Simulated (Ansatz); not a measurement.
Ansatz (a first-principles code) input:

Ansatz 0.2 input:
```yaml
crystal:
  periodic: [false, false, false]
  atoms:
    - {symbol: O, position_ang: [2.35528252, -0.21818522, -0.36872284]}
    - {symbol: B, position_ang: [1.19949805, 0.34573796, 0.04980003]}
    - {symbol: O, position_ang: [0.01349077, -0.25230506, -0.13267088]}
    - {symbol: Si, position_ang: [-1.57096800, 0.08625334, 0.21511153]}
    - {symbol: H, position_ang: [3.13232492, 0.31410764, -0.17612240]}
    - {symbol: H, position_ang: [-1.67963276, 1.38988614, 0.90482981]}
    - {symbol: H, position_ang: [-2.31922473, 0.11758532, -1.05770636]}
    - {symbol: H, position_ang: [-2.08759193, -0.99389336, 1.07958712]}
basis:
  gaussian:
    orbitals: def2-TZVPD
hamiltonian:
  xc: {name: SVWN5}
magnetization: {spin_polarized: true, initial_magnetization: 1}
output: {forces: true}
```

Which total energy does the run end on?

-464.81303 Eh (SVWN5/def2-TZVPD). The basis has 196 functions.

It need not be the lowest isomer of its formula.
